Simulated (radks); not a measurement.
Task: The indium ion In+, [Kr] 4d10 5s2. All-electron calculation, non-relativistic Kohn-Sham, LDA (Slater exchange, Perdew-Wang correlation), spin-polarised, spherical densities, point nucleus. Program: a radial shooting solver on a logarithmic mesh with Libxc functionals. Every spin shell is full or empty, so the densities are truly spherical. Functionals are evaluated on that one density, not self-consistently. Rank these orbital-free kinetic functionals by their error against the exact value of the orbitals, and give that value: Thomas-Fermi, von Weizsacker, TF + vW, TF + vW/9, TF + vW/5, LC94, APBEK, revAPBEK, Perdew 92, Thakkar, Pearson, LKT, PG1, DePristo-Kress, Ernzerhof.

Result: Exact: 5733.75 hartree. From best to worst, with 100 (|E| - |E exact|)/|E exact| (equal figures are ties): LC94 +0.07, DePristo-Kress -0.09, APBEK +0.12, revAPBEK +0.30, Ernzerhof -0.40, Thakkar -0.56, Perdew 92 -0.67, TF + vW/9 -0.68, Pearson -0.92, TF + vW/5 +3.04, Thomas-Fermi -5.32, PG1 +15.17, LKT +19.31, TF + vW +36.47, von Weizsacker -58.21.
